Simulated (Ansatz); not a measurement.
System: sum formula GaOH, net charge 1, doublet state. 
Geometry from a B3LYP-D3(BJ)/def2-TZVP (Ansatz, a program for electronic structure) optimisation:
```xyz
3

Ga    -0.3029    -0.1467    -0.2438
O      1.0432     0.4006     0.8114
H      1.0455     1.3436     1.0675
```
Charge +1, spin multiplicity 2.

Basis-set convergence of Hartree-Fock and MP2 correlation energies (hartree) with Ansatz. Valence correlation only, unless marked. Open shells are spin-unrestricted. Spin-orbit coupling is left out. The frozen core is the preceding noble-gas configuration, with the filled d and f shells of earlier blocks. No relativistic terms.

```json
[
 {"basis": "def2-SVPD", "functions": "69", "E(HF)": "-1998.11365", "E(corr, MP2)": "-0.23019"},
 {"basis": "def2-TZVPPD", "functions": "111", "E(HF)": "-1998.45502", "E(corr, MP2)": "-0.27733"},
 {"basis": "def2-QZVPPD", "functions": "194", "E(HF)": "-1998.49801", "E(corr, MP2)": "-0.29753"}
]
```

Extrapolating the two largest sets (X = 3 and 4) as X^-3: E(corr) = (64·(-0.29753) - 27·(-0.27733))/37 = -0.3123 Eh, an estimate of the basis-set limit. The largest set recovers 95.3 % of it, the smallest 73.7 %.
